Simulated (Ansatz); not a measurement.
Relaxation of CH3BBrFO (8 atoms, charge 0, multiplicity 1), to a largest force component of 0.02 eV/Å in at most 50 steps.

These are results of RKS PBE0-D4/def2-SVP in Ansatz 0.2.0, not measurements.

```xyz
8
Properties=species:S:1:pos:R:3
O -0.576 0.548 1.258
C 0.001 -0.424 0.512
B 0.347 0.105 -0.956
F -0.081 -0.546 -2.114
Br 1.622 1.652 -1.179
H -1.575 0.624 0.958
H 0.965 -0.715 1.038
H -0.726 0.058 -0.493
```

Task: Where does it end, and by what steps?

Result: It converged. After 32 steps the energy has fallen by 6.393 eV; H6 moved furthest, 1.31 Å. Parted: B3–H8.

| step | energy less start (eV) | largest force component (eV/Å) | accepted |
| --- | --- | --- | --- |
| 0 | 0.0000 | 4.519 | yes |
| 2 | -3.7025 | 2.233 | yes |
| 4 | -5.7597 | 1.785 | yes |
| 6 | -6.1867 | 0.668 | yes |
| 8 | -6.2378 | 0.325 | yes |
| 10 | -6.2678 | 0.096 | yes |
| 12 | -6.2671 | 0.245 | no |
| 14 | -6.2807 | 0.378 | yes |
| 16 | -6.2921 | 0.374 | yes |
| 18 | -6.3300 | 0.297 | yes |
| 20 | -6.3606 | 0.484 | yes |
| 22 | -6.3841 | 0.359 | yes |
| 24 | -6.3875 | 0.059 | yes |
| 26 | -6.3919 | 0.147 | yes |
| 28 | -6.3920 | 0.170 | no |
| 30 | -6.3932 | 0.046 | yes |
| 32 | -6.3933 | 0.005 | yes |

```xyz
8
Properties=species:S:1:pos:R:3
O -0.532 0.516 1.333
C -0.278 -0.346 0.266
B 0.505 0.213 -0.967
F 0.915 -0.586 -1.928
Br 0.833 2.098 -1.155
H -0.535 1.420 0.996
H 0.283 -1.227 0.634
H -1.214 -0.786 -0.157
```

Run time: 69 s on 2 threads of INTEL(R) XEON(R) PLATINUM 8581C CPU @ 2.10GHz (Emerald Rapids) (shared host), peak memory 0.26 GiB.
